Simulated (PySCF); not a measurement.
## Dipole response of I⁻ (iodine, charge -1)

[Xe], closed-shell 1S. All numbers are calculated (PySCF 2.14, the spin-free X2C one-electron Hamiltonian (Gaussian nucleus), in x2c-TZVPPall with one added diffuse shell each of s, p, d, f type (9s7p5d3f, 76 functions)). Coupled (time-dependent) response in atomic units; α is the mean over directions.

```json
{"method": "UHF", "mean α (bohr³)": "58.16", "C₆ (like pair)": "818.0", "S(−4)": "709.0"}
{"method": "PBE", "mean α (bohr³)": "69.10", "C₆ (like pair)": "1015", "S(−4)": "1091"}
{"method": "PBE0", "mean α (bohr³)": "64.08", "C₆ (like pair)": "919.8", "S(−4)": "916.3"}
{"method": "HSE06", "mean α (bohr³)": "64.98", "C₆ (like pair)": "936.7", "S(−4)": "945.6"}
```

S(−4) is the Cauchy moment in α(ω) = α(0) + S(−4) ω² + …

α(iu) at PBE:

```csv
u (hartree),α(iu) (bohr³)
0,69.10
0.0500,66.49
0.100,59.90
0.200,43.95
0.300,31.70
0.500,18.29
0.750,10.86
1.00,7.246
1.50,3.993
2.00,2.610
3.00,1.439
5.00,0.6683
```

A single London oscillator, α(iu) = α/(1 + u²/ω²), gives C₆ = (3/4) ω α². Matching the computed C₆ needs ω = 4 × 1015 / (3 × 69.10²) = 0.283 hartree.

For an ion, C₆ is the dispersion term alone; charge-induced terms of lower order in 1/R come first.
